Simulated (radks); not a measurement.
Problem. Species: Hg. Configuration: [Xe] 4f14 5d8.5 6s2 6p1.5 (fractional occupations, a model configuration). All-electron calculation, Dirac Kohn-Sham, PBE, spin-unpolarised, spherical densities, finite nucleus; open shells are shared between the two j in proportion to 2j + 1; Fermi nuclear charge, rms radius 5.4648 fm. Program: a radial shooting solver on a logarithmic mesh with Libxc functionals. Some entries of the table are withheld. Estimate them.

orbital,occ.,eigenvalue (hartree),<1/r> (bohr^-1)
1s1/2,2,-3050.352,97.50
2s1/2,2,-540.4701,(1)
2p1/2,2,-518.7299,23.98
2p3/2,4,-447.1587,19.41
3s1/2,2,-128.4773,8.814
3p1/2,2,-118.6465,8.729
3p3/2,4,-102.7934,7.537
3d3/2,4,-86.45746,7.436
3d5/2,6,-83.06027,7.166
4s1/2,2,-28.48443,3.734
4p1/2,2,-24.26196,(2)
4p3/2,4,-20.43414,(3)
4d3/2,4,-13.51882,3.011
4d5/2,6,-12.80508,2.916
5s1/2,2,-4.62481,1.528
4f5/2,6,-3.90658,2.554
4f7/2,8,-3.75241,2.517
5p1/2,2,-3.22534,(4)
5p3/2,4,-2.54529,(5)
5d3/2,3.4,-0.64489,(6)
5d5/2,5.1,-0.57069,(7)
6s1/2,2,-0.37795,0.5179
6p1/2,0.5,(8),0.3893
6p3/2,1,(9),0.3328

Solution. 
(1) 2s1/2 <1/r> (bohr^-1): 24.02
(2) 4p1/2 <1/r> (bohr^-1): 3.625
(3) 4p3/2 <1/r> (bohr^-1): 3.212
(4) 5p1/2 <1/r> (bohr^-1): 1.404
(5) 5p3/2 <1/r> (bohr^-1): 1.253
(6) 5d3/2 <1/r> (bohr^-1): 0.9484
(7) 5d5/2 <1/r> (bohr^-1): 0.9111
(8) 6p1/2 eigenvalue (hartree): -0.13937
(9) 6p3/2 eigenvalue (hartree): -0.09725
